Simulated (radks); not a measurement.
The numbers below are computed, except where a source is named.
Effect of the nuclear size on the terbium ion Tb+, [Xe] 4f9 6s1. Level of theory: Dirac Kohn-Sham, BLYP, spin-unpolarised, spherical densities, finite nucleus; open shells are shared between the two j in proportion to 2j + 1; Fermi nuclear charge, rms radius 5.06 fm (a radial shooting solver on a logarithmic mesh with Libxc functionals). The rms radius is varied about that value; shifts are against it.

| rms radius (fm) | total energy shift (eV) | density at nucleus (e/bohr^3) | 1s1/2 shift (meV) | 2s1/2 shift (meV) | 4p1/2 shift (meV) | 5s1/2 shift (meV) | 5p1/2 shift (meV) | 6s1/2 shift (meV) | 6p1/2 (empty) shift (meV) |
|---|---|---|---|---|---|---|---|---|---|
| 4.3668 | -5.75 | 7.142e+05 | -2370 | -308 | 0.280 | -2.40 | 0.167 | -0.210 | 0.052 |
| 4.8171 | -2.09 | 6.959e+05 | -859 | -112 | 0.102 | -0.871 | 0.060 | -0.076 | 0.019 |
| 5.06 | 0 | 6.87e+05 | 0.000 | 0.000 | 0.000 | 0.000 | 0.000 | 0.000 | 0.000 |
| 5.3383 | 2.48 | 6.773e+05 | 1020 | 133 | -0.121 | 1.04 | -0.072 | 0.091 | -0.022 |
| 6.1631 | 10.4 | 6.521e+05 | 4290 | 557 | -0.504 | 4.35 | -0.302 | 0.380 | -0.094 |

Slopes of the eigenvalues against <r^2> in GHz/fm^2, as finite differences over the two radii next to the reference (eigenvalue slopes, not the field-shift constants of lines): 1s1/2 86000, 2s1/2 11200, 4p1/2 -10.1, 5s1/2 87.2, 5p1/2 -6.05, 6s1/2 7.61, 6p1/2 (empty) -1.89.
